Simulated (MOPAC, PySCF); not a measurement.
C₅H₁₄Sn, SMILES `C[CH2][Sn]([CH3])([CH3])[CH3]` (C–C–Sn–C torsion 60°), neutral singlet in the gas phase. 

Cartesian coordinates (Å):
```xyz
20

C      2.3872     0.7422    -0.6694
C      1.7122    -0.1530     0.3721
Sn    -0.4653    -0.1929     0.1905
C     -0.9953    -0.9294    -1.7876
C     -1.3313    -1.4851     1.7114
C     -1.2301     1.8312     0.4239
H      2.0498     1.7891    -0.5890
H      3.4858     0.7479    -0.5602
H      2.1672     0.4104    -1.6980
H      1.9531     0.1815     1.3948
H      2.0704    -1.1926     0.2899
H     -0.6253    -1.9567    -1.9242
H     -0.5500    -0.2885    -2.5634
H     -2.0881    -0.9284    -1.9159
H     -2.4269    -1.5082     1.6119
H     -1.0763    -1.1152     2.7159
H     -0.9459    -2.5102     1.6047
H     -0.7903     2.4934    -0.3370
H     -0.9764     2.2225     1.4208
H     -2.3245     1.8421     0.3089
```
Charge 0, multiplicity 1.

All levels are single points at this geometry (B3LYP-D3(BJ)/def2-SVP); Pople sets use spherical d functions. Orbital energies aren't observables, and empty levels follow the basis.

PBE/6-31G* (LANL2DZ on Sn) in PySCF gives dipole (D) = 0.10.

Problem. Estimate the dipole (D) from each of these levels: TPSSh-D3(BJ)/def2-TZVP in PySCF; BP86/6-31G* (LANL2DZ on Sn) in PySCF; SVWN5/6-31G* (LANL2DZ on Sn) in PySCF; PM3 in MOPAC; PM6 in MOPAC.

Solution. 
```json
[
 {"level": "TPSSh-D3(BJ)/def2-TZVP in PySCF", "dipole (D)": "0.16"},
 {"level": "BP86/6-31G* (LANL2DZ on Sn) in PySCF", "dipole (D)": "0.10"},
 {"level": "SVWN5/6-31G* (LANL2DZ on Sn) in PySCF", "dipole (D)": "0.10"},
 {"level": "PM3 in MOPAC", "dipole (D)": "0.04"},
 {"level": "PM6 in MOPAC", "dipole (D)": "0.11"}
]
```
